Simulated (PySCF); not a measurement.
F2Sr, charge +1, multiplicity 2. Atoms are numbered in the order given.

```xyz
3

Sr     0.0000     0.0000     0.6323
F      0.0000    -0.9850    -1.3348
F      0.0000     0.9850    -1.3348
```
Charge +1, spin multiplicity 2.

Coordinates come from a PBE0-D3(BJ)/def2-TZVP optimisation. The multiplicity is an assumed one; other spin states were not compared. The isomer is the one that the SMILES or the coordinates give; other isomers of the formula were not compared. The def2 effective core potentials stand for the cores of Sr; spin–orbit coupling is left out.

Calculation: ωB97X/def2-TZVPD in PySCF.

Mulliken values depend strongly on the basis, most of all with diffuse functions as here. ESP charges are fitted to the potential on shells at 1.4 to 2.0 van der Waals radii. Atomic charges (e):

| atom | ESP fit | Mulliken | Mulliken spin |
|---|---|---|---|
| Sr1 | 1.60 | 1.90 | -0.01 |
| F2 | -0.30 | -0.45 | 0.51 |
| F3 | -0.30 | -0.45 | 0.51 |
